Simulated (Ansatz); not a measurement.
Reaction (atomization): `CO[SiH2]N` → C• + 7 H• + N• + O• + Si•

Program: Ansatz. Geometries: PBE0-D4/def2-TZVP. ΔE: electronic, gas phase. CCSD(T)/CBS is frozen-core, at the limit of the def2 triple- and quadruple-zeta sets. DFT in def2-TZVPP. Open shells (•) are unrestricted, without spin–orbit coupling. Spin–orbit coupling would lower the free atoms: a little for C, O, Si. One conformer a species, not always the lowest.

| level | ΔE (kJ/mol) |
| --- | --- |
| r2SCAN | 3929.6 |
| HF/CBS(def2) | 2853.5 |

Q: What does CCSD(T)/CBS give? (An estimate is asked.)

A: Computed: +3953.7 kJ/mol. The listed levels differ from it by -24.1, -1100.2 kJ/mol.

Largest T1 diagnostic among the species: 0.012.

In def2-TZVPP, CCSD(T) changes the Hartree–Fock value by +999.4 kJ/mol (the triples alone add +48.5 kJ/mol) and MP2 by +1038.6 kJ/mol; breaking electron pairs costs correlation energy, which Hartree–Fock lacks. From PBE to PBE0 (25 % exact exchange), in def2-TZVPP and without D4, ΔE moves by −61.1 kJ/mol: exact exchange takes away binding that semilocal exchange gives to molecules. The D4 term adds +29.0 kJ/mol with B3LYP and +15.2 kJ/mol with PBE0; it sums over pairs of atoms, weighted by their polarisabilities, and B3LYP, whose exchange is more repulsive, gets the larger term.

B3LYP here is the variant with VWN-RPA as its local correlation; programs differ in this.

CCSD(T)/CBS has its own doubt, a few kJ/mol and more with outer-core shells, so smaller differences from it don't rank the levels.
